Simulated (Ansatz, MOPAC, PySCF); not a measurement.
Breaking a bond: GaH, singlet.

Methods: AM1, restricted, heats of formation (MOPAC); UKS-LDA (SVWN5)/6-31G* = unrestricted LDA (SVWN5)/6-31G*, spherical d (PySCF); UKS-B3LYP/3-21G = unrestricted B3LYP/3-21G run with PySCF; FCI = full CI/cc-pVQZ, cores with 3d frozen (Ansatz, a first-principles code).

Energies relative to the lowest point of each curve near equilibrium, in eV; the last columns give the difference from FCI:

```tsv
R / Å	AM1	UKS-LDA (SVWN5)/6-31G*	UKS-B3LYP/3-21G	FCI	AM1 − FCI	UKS-LDA (SVWN5)/6-31G* − FCI	UKS-B3LYP/3-21G − FCI
1.26	0.836	1.628	1.381	1.639	-0.803	-0.011	-0.258
1.32	0.573	1.096	0.934	1.094	-0.521	0.002	-0.160
1.42	0.254	0.506	0.435	0.493	-0.239	0.013	-0.058
1.51	0.081	0.203	0.175	0.189	-0.108	0.014	-0.014
1.56	0.028	0.102	0.087	0.090	-0.063	0.011	-0.003
1.64	0.000	0.016	0.012	0.011	-0.011	0.005	0.002
1.68	0.010	0.000	0.000	0.000	0.010	0.000	0.000
1.72	0.036	0.000	0.002	0.005	0.031	-0.005	-0.003
1.82	0.155	0.052	0.057	0.069	0.086	-0.017	-0.012
1.84	0.188	0.069	0.076	0.089	0.099	-0.020	-0.014
1.93	0.364	0.171	0.183	0.201	0.163	-0.030	-0.018
2.10	0.795	0.433	0.461	0.475	0.320	-0.042	-0.014
2.27	1.305	0.740	0.788	0.785	0.519	-0.045	0.003
2.52	2.102	1.211	1.283	1.244	0.858	-0.033	0.039
2.76	2.847	1.643	1.733	1.649	1.198	-0.006	0.083
3.01	3.552	2.049	2.143	2.013	1.539	0.036	0.130
3.34	4.336	2.486	2.505	2.388	1.947	0.098	0.117
3.65	4.919	2.742	2.721	2.633	2.286	0.109	0.089
4.20	5.644	2.996	2.944	2.859	2.785	0.137	0.085
4.56	5.959	3.089	3.024	2.919	3.039	0.169	0.104
4.94	6.199	3.151	3.072	2.949	3.250	0.203	0.124
5.86	6.554	3.222	3.106	2.968	3.586	0.254	0.139
6.63	6.729	3.241	3.109	2.970	3.759	0.271	0.139
```

AM1 is furthest from FCI at 6.63 (3.759 eV, above); its mean absolute difference over the points is 1.184 eV.

UKS-LDA (SVWN5)/6-31G* is furthest from FCI at 6.63 (0.271 eV, above); its mean absolute difference over the points is 0.067 eV.

UKS-B3LYP/3-21G is furthest from FCI at 1.26 (-0.258 eV, below); its mean absolute difference over the points is 0.070 eV.

The restricted form behind AM1 keeps the bonding electrons paired and can't separate into open-shell fragments. The unrestricted determinant behind UKS-LDA (SVWN5)/6-31G* is spin-contaminated at 3.34 to 6.63 Å (<S²> up to 1.0, against 0.00 for a pure singlet). The unrestricted determinant behind UKS-B3LYP/3-21G is spin-contaminated at 3.01 to 6.63 Å (<S²> up to 1.0, against 0.00 for a pure singlet).
